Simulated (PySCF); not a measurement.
How methods differ on the excitation energy of Co²⁺

Co²⁺ [Ar] 3d7 (4F) → Co²⁺ [Ar] 3d6 4s1, s spin flipped, as a difference of total energies. All numbers are calculated (PySCF 2.14, no relativity, point nucleus, in aug-cc-pwCVTZ (10s9p7d4f3g, 127 functions)). Correlated levels: valence: [Ar] frozen; valence and next inner shell: [Ne] frozen; nothing frozen. The calculations carry no spin-orbit coupling.

| method | excitation energy (eV) |
| --- | --- |
| UHF | 5.818 |
| LDA | 7.274 |
| PBE | 7.355 |
| PBE0 | 7.169 |
| r2SCAN | 7.349 |
| M06-L | 7.312 |
| M06 | 6.662 |
| BP86 | 7.465 |
| MP2 (valence) | 7.094 |
| SCS-MP2 (valence) | 7.181 |
| MP2 (valence and next inner shell) | 7.315 |
| SCS-MP2 (valence and next inner shell) | 7.371 |
| MP2 (all electrons) | 7.333 |
| SCS-MP2 (all electrons) | 7.376 |

How much does correlation contribute at MP2 (all electrons)?

7.333 − (5.818) = 1.515 eV, measured against UHF.

The upper determinant mixes two multiplicities, so it lies between the two terms.
